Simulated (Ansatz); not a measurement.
CHBFN (`N#CBF`), 5 atoms. Charge 0, multiplicity 1. Hardware: A = 2 threads of a server CPU on a shared host; B = 2 threads of an AMD EPYC 7R13 on a shared host and a share of an NVIDIA H100 80 GB. Correlated methods freeze the cores. Open-shell runs search over several starts.

Q: How many basis functions does each run have, and how long does it take in Ansatz? RHF-CCSD(T)/cc-pV(T+d)Z energy [A]; UKS ωB97M-V/def2-TZVPP energy of the cation [A]; UKS B3LYP-D4/def2-TZVPP energy of the cation [A]; RHF-CCSD(T)/cc-pV(D+d)Z energy [A]; RKS PBE0-D4/def2-TZVP relaxation (9 steps) [A]; RKS ωB97M-V/def2-QZVPP energy [A]; RKS BLYP-D4/def2-TZVPP energy [A]; UHF-CCSD(T)/def2-TZVPP energy of the cation [B]; UKS r2SCAN-D4/def2-TZVPP energy of the cation [A]; UKS B2PLYP (frozen core)/def2-TZVPP energy of the cation [A]; RKS PBE0-D4/def2-QZVPP energy [A]; direct RPA on PBE orbitals/def2-TZVPP energy [A]. (Best estimate.)

A: The calculation gave: Other jobs shared the machine, so times are rough.

```csv
level,job,functions,wall time,peak host memory (GiB)
RHF-CCSD(T)/cc-pV(D+d)Z,energy [A],61,1.8 s,0.34
RKS BLYP-D4/def2-TZVPP,energy [A],138,1.9 s,0.34
RKS PBE0-D4/def2-QZVPP,energy [A],258,4 s,0.5
direct RPA on PBE orbitals/def2-TZVPP,energy [A],138,4.5 s,0.34
UKS B3LYP-D4/def2-TZVPP,energy of the cation [A],138,9.5 s,0.34
UHF-CCSD(T)/def2-TZVPP,energy of the cation [B],138,12 s,0.79
RKS ωB97M-V/def2-QZVPP,energy [A],258,12 s,0.62
UKS r2SCAN-D4/def2-TZVPP,energy of the cation [A],138,15 s,0.34
RHF-CCSD(T)/cc-pV(T+d)Z,energy [A],134,20 s,0.77
UKS B2PLYP (frozen core)/def2-TZVPP,energy of the cation [A],138,22 s,0.39
UKS ωB97M-V/def2-TZVPP,energy of the cation [A],138,33 s,0.47
RKS PBE0-D4/def2-TZVP,relaxation (9 steps) [A],130,36 s,0.34
```

B3LYP here is the variant with VWN-RPA as its local correlation; programs differ in this.
